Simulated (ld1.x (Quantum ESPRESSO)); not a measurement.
# Plane-wave convergence, ultrasoft potential for Ar (Z = 18)

ld1.x (Quantum ESPRESSO) 7.5 input, shortened:

```
&input
   title='Ar', zed=18., rel=1, dft='PZ', iswitch=3,
   config='[Ne] 3s2 3p5.5 3d-2'
 /
 &inputp
   pseudotype=3, tm=.true., lloc=-1, rcloc=0.80,
   nlcc=.true., rcore=0.75
 /
6
3S  1  0   2.00   0.00  0.80  1.05  0.0
3S  1  0   0.00  -1.80  0.80  1.05  0.0
3P  2  1   5.50   0.00  0.95  1.15  0.0
3P  2  1   0.00   0.85  0.95  1.15  0.0
3D  3  2  -2.00   0.30  0.65  0.90  0.0
3D  3  2  -2.00   0.75  0.65  0.90  0.0
 &test
   configts(1)='3s2 3p5.5'
 /
```

The pseudo-atom Hamiltonian at the reference potential is diagonalised in spherical Bessel functions j_l(qr) that vanish at 20 bohr, with q² up to the cutoff. All-electron valence levels (Ry): 3s -2.2228, 3p -1.1827.

Problem. How do the lowest levels (Ry) of each channel move with the cutoff, and are there ghosts?

Solution.

| cutoff (Ry) | s #1 | s #2 | s #3 | p #1 | p #2 | d #1 | d #2 | f #1 | f #2 | Σ f·Δε (mRy) |
| --- | --- | --- | --- | --- | --- | --- | --- | --- | --- | --- |
| 8 | -2.1944 | -0.2090 | -0.0345 | -1.0215 | -0.0778 | -0.0196 | 0.0517 | 0.0419 | 0.1654 | 944.0 |
| 15 | -2.2039 | -0.2092 | -0.0346 | -1.1695 | -0.0857 | -0.0214 | 0.0466 | 0.0419 | 0.1654 | 110.8 |
| 30 | -2.2215 | -0.2152 | -0.0377 | -1.1825 | -0.0865 | -0.0242 | 0.0398 | 0.0419 | 0.1654 | 4.3 |
| 45 | -3.7404 | -2.2215 | -0.2057 | -1.1825 | -0.0865 | -0.0262 | 0.0354 | 0.0419 | 0.1654 | 4.3 |
| 70 | -5.5768 | -2.2226 | -0.2057 | -1.1827 | -0.0865 | -0.0285 | 0.0313 | 0.0419 | 0.1654 | 1.1 |
| 100 | -5.8501 | -2.2227 | -0.2058 | -1.1827 | -0.0865 | -0.0293 | 0.0300 | 0.0419 | 0.1654 | 0.5 |
| 400 | -5.8922 | -2.2229 | -0.2058 | -1.1828 | -0.0865 | -0.0294 | 0.0298 | 0.0419 | 0.1654 | 0.0 |

Result: ghost state, extra bound levels that the all-electron valence spectrum of the same l lacks: s at -80.2 eV (a true bound ghost makes a file unfit for plane-wave use); 10 mRy is reached at 25 Ry and 1 mRy at 80 Ry.
